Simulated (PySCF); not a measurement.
Compound: C7H7F3O2.
SMILES with atom numbers: `[O:1]=[C:2]1[CH:3]=[CH:4][C@H:5]([O:6][C:7]([F:8])([F:9])[F:10])[CH2:11][CH2:12]1`

Definitions: NICS(0) = −σiso at the ring centroid; NICS(1) = −σiso and NICS(1)zz = −σzz at ±1 Å along the ring normal z. Level: GIAO PBE0/pcSseg-1 (PySCF, non-relativistic, gas phase) on the GFN2-xTB geometry, one conformer.

Ring bond lengths (Å), with Mayer bond orders in brackets: C2–C3 1.475 (1.03), C3–C4 1.330 (1.81), C4–C5 1.498 (0.99), C5–C11 1.525 (1.04), C11–C12 1.525 (1.02), C12–C2 1.516 (0.99).

Question: Give the NICS values of each ring in ppm.

Answer: 
| ring | type | NICS(0) | NICS(1), two faces | NICS(1)zz, two faces | rms pucker (Å) | centre to ring atoms, mean (Å) |
| --- | --- | --- | --- | --- | --- | --- |
| C2–C3–C4–C5–C11–C12 | 6-membered carbocycle; formal bonds 1 double, 5 single | 1.5 | -1.5 / -2.2 | 3.0 / 1.9 | 0.20 | 1.45 |

Question: What can be read from them?

Answer: 
- C2–C3–C4–C5–C11–C12: mean NICS(1)zz 2.4 ppm, near zero. C5, C11, C12 have four or more neighbours, so the value isn't read as a sign of a π ring current.

Question: What is the mean of the two in-plane components of NICS at the first NICS(1) probe listed for ring C2–C3–C4–C5–C11–C12, 1 Å off the ring?

Answer: The isotropic value is a third of the trace: (3 × -1.5 − (3.0))/2 = -3.8 ppm.

Question: Give the inner angles of the rings and the Hirshfeld charges of the ring atoms.

Answer: 
- C2–C3–C4–C5–C11–C12: C2 115.2° (+0.155 e), C3 123.1° (-0.051 e), C4 122.4° (-0.019 e), C5 110.7° (+0.052 e), C11 109.2° (-0.070 e), C12 112.4° (-0.073 e); sum 693.0° against 720° for a flat convex ring.
